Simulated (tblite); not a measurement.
`C[C@H]1[SiH2][Si@H](O)[SiH2]1`. Computed geometry: GFN2-xTB, gas phase.

```
atom  x, y, z in Å
C1    -2.1390    0.2317   -0.2397
C2    -0.7762   -0.3464   -0.6125
Si3    0.5166    1.0449   -1.0334
Si4    1.6387    0.4322    0.9254
O5     3.2270    0.0361    0.8288
Si6    0.0513   -1.2846    0.8766
H7    -2.5696    0.7890   -1.0711
H8    -2.0523    0.9104    0.6079
H9    -2.8394   -0.5571    0.0334
H10   -0.9369   -1.0134   -1.4643
H11    1.1392    0.7839   -2.3451
H12   -0.1374    2.3507   -1.1915
H13    1.7533    1.3448    2.0644
H14    3.5671   -0.5685    0.1771
H15   -0.9061   -1.5028    1.9687
H16    0.4562   -2.6417    0.4639
```

Task: What is the repulsion energy of the bare nuclei, Σ ZA·ZB/RAB?

Result: 446.99 Eh over 120 pairs, with full nuclear charges and distances in bohr; the largest single term is 44.35 Eh (Si4 with Si6, or a pair equal to it).

Task: How far are the heavy atoms from their best plane (unweighted least squares)?

Result: 0.384 Å rms; C1 0.47, C2 0.50, Si3 0.21, Si4 0.57, O5 0.13, Si6 0.21 Å (magnitudes).

Task: What is the longest distance between nuclei?

Result: H9···H14 and H7···H14, 6.408 Å.

Task: Give the dihedral angles H8–C1–C2–Si6, H11–Si3–Si4–H13, H11–Si3–Si4–O5, C1–C2–Si6–H15, Si3–Si4–O5–H14, Si6–Si4–O5–H14.

Result: H8–C1–C2–Si6 58° (synclinal); H11–Si3–Si4–H13 133° (anticlinal); H11–Si3–Si4–O5 14° (synperiplanar); C1–C2–Si6–H15 12° (synperiplanar); Si3–Si4–O5–H14 -48° (synclinal); Si6–Si4–O5–H14 48° (synclinal). Dihedral signs follow IUPAC: positive where, seen along the central bond, the front bond turns clockwise onto the rear one.

Task: How far apart are these pairs, which share no bond: C2···H12, C2···H14, Si4···H14, H12···H14?

Result: C2···H12 2.832 Å (2 bonds apart); C2···H14 4.420 Å (4 bonds apart); Si4···H14 2.298 Å (2 bonds apart); H12···H14 4.911 Å (4 bonds apart).

Task: What are the angles C1–C2–Si3, Si6–C2–H10, C2–Si3–Si4, C2–Si3–H11, O5–Si4–H13, Si3–Si4–O5?

Result: From the scalar product of the two bond vectors; for C1–C2–Si3 it is -1.1144 Å² over 1.5265 × 1.9453 Å², cos θ = -0.3753. C1–C2–Si3 112.0°; Si6–C2–H10 111.4°; C2–Si3–Si4 87.1°; C2–Si3–H11 110.3°; O5–Si4–H13 96.9°; Si3–Si4–O5 118.6°.

Task: Write the matrix of distances between heavy atoms (Å, lower triangle).

Result: 
```
C1    0.000
C2    1.527  0.000
Si3   2.888  1.945  0.000
Si4   3.958  2.967  2.339  0.000
O5    5.475  4.272  3.440  1.640  0.000
Si6   2.888  1.945  3.048  2.339  3.440  0.000
```

The point group is Cs within 0.08 Å; differences among equivalent distances and angles are scatter left by the optimiser. Its GFN2-xTB frequencies are all real (lowest 28 cm⁻¹). One conformer, not necessarily the lowest.

The run took 0.77 s of wall time on Arm Neoverse V1, one thread, on a shared host. This is the geometry optimisation.
